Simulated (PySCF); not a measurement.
C3H6F2O, SMILES COC(C)(F)F.

Coordinates come from a PBE0-D3(BJ)/def2-SVP optimisation. The values are those of a single conformer.

Two levels are set side by side: PBE/def2-TZVP (PySCF) and HF/def2-TZVP (PySCF). Same geometry, gas phase. Differences are taken from unrounded values.

```json
[
 {"quantity": "orbital gap (eV)", "PBE": "7.32"},
 {"quantity": "highest occupied level (eV)", "PBE": "-6.92"},
 {"quantity": "lowest empty level (eV)", "PBE": "0.40"},
 {"quantity": "dipole moment (D)", "PBE": "2.68"},
 {"quantity": "mean polarisability (bohr³)", "PBE": "44.3"}
]
```

### Question
These are the PBE values. What does HF give? (An estimate is asked for; the answer gives what the named calculation found.)

### Answer

| quantity | HF | PBE minus HF |
|---|---|---|
| orbital gap (eV) | 16.43 | -9.11 |
| highest occupied level (eV) | -12.75 | 5.84 |
| lowest empty level (eV) | 3.68 | -3.27 |
| dipole moment (D) | 3.18 | -0.50 |
| mean polarisability (bohr³) | 39.4 | 4.9 |

Without exact exchange PBE keeps part of each electron's self-repulsion, which lifts occupied levels and narrows the gap. Loosely held outer electrons make PBE densities more polarisable. Differences between two approximate levels are no errors against the true value.

Rough cost on one machine, each run with all the roots and properties that it gave: HF against PBE about 1/3.
